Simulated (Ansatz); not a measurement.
`CC(C)[Si]O` + CH₃OH → `CO[Si]O` + propane  (ligand exchange at the Si–C bond)

Computed with Ansatz on PBE0-D4/def2-TZVP structures; ΔE is electronic, products minus reactants. CCSD(T)/CBS adds triple-zeta CCSD(T) − MP2 to the extrapolated MP2 energy (def2 sets, frozen cores). This one scheme is used for every species. DFT in def2-TZVPP. Each species was taken in one conformer, which may not be the lowest.

CCSD(T)/CBS gives -174.1 kJ/mol.

Question: Another level gave -182.4 kJ/mol. Which?
A. LDA (SPW92)/def2-TZVPP
B. revPBE-D4/def2-TZVPP
C. B97M-V/def2-TZVPP
D. RPA@PBE/def2-TZVPP

Answer: C. B97M-V -182.4, LDA (SPW92) -169.0, RPA@PBE/def2-TZVPP -173.5, revPBE-D4 -162.0 kJ/mol.

Largest T1 diagnostic among the species: 0.014.

From BLYP to BHLYP (50 % exact exchange), in def2-TZVPP and without D4, ΔE moves by −4.3 kJ/mol. Leaving LDA and LC-ωPBE aside and taking each functional with its dispersion term where it has one, the values, not all of them listed here, spread over 23.2 kJ/mol, from B2PLYP to revPBE-D4.
